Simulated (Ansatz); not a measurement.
`[OH][Mo]([Cl])([Cl])([Cl])([Cl])[Cl]` + H₂O → `[OH][Mo]([OH])([Cl])([Cl])([Cl])[Cl]` + HCl at 400 K and 1 bar (formal hydrolysis of a Mo–Cl bond).

Computed with Ansatz on PBE0-D4/def2-TZVP structures; ΔE is electronic, products minus reactants. CCSD(T)/CBS adds triple-zeta CCSD(T) − MP2 to the extrapolated MP2 energy (def2 sets, frozen cores). This one scheme is used for every species. Elements past krypton have def2 core potentials. For Mo outer-core shells are correlated without core-valence functions, which leaves a few kJ/mol of doubt a bond. Each species was taken in one conformer, which may not be the lowest.

```csv
species,CCSD(T)/CBS energy (Eh),H − E (kJ/mol),S (J/(mol·K))
`[OH][Mo]([Cl])([Cl])([Cl])([Cl])[Cl]`,-2442.95006,99.8,486.3
H₂O,-76.37941,69.8,198.6
`[OH][Mo]([OH])([Cl])([Cl])([Cl])[Cl]`,-2058.94900,133.0,483.7
HCl,-460.38127,29.6,195.4
```

H − E and S are ideal-gas, rigid-rotor, harmonic terms from PBE0-D4/def2-TZVP, for one conformer and one mirror image of each species. 1 Eh = 2625.50 kJ/mol, R = 8.31446 J/(mol·K).

Task: By hand: ΔE, ΔH, ΔS and ΔG.

Result: ΔE = (-2058.94900) + (-460.38127) − (-2442.95006) − (-76.37941) = -0.00080 Eh = -2.1 kJ/mol. Δ(H − E) = 133.0 + 29.6 − 99.8 − 69.8 = -7.0, so ΔH = -9.1 kJ/mol. ΔS = 483.7 + 195.4 − 486.3 − 198.6 = -5.8 J/(mol·K). ΔG = -9.1 − 400 × (-5.8)/1000 = -6.8 kJ/mol.

Task: By hand: the equilibrium constant, and the temperature at which ΔG would vanish if ΔH and ΔS stayed fixed.

Result: log₁₀ K = −ΔG/(RT ln 10) = 0.9. ΔG = 0 at ΔH/ΔS = 1569 K, though so small a ΔH makes that figure unsure.

The number of gas molecules stays the same, so ΔS is small and ΔH decides. A doubt of 5 kJ/mol in ΔE shifts log₁₀ K by 0.7 here. Other conformers and mirror images would add mixing entropy, several J/(mol·K) or more a flexible species. These are equilibria of isolated gas molecules and say nothing of rates. Largest T1 diagnostic: 0.028 (customary marks: 0.02 for closed shells, 0.045 for open ones).
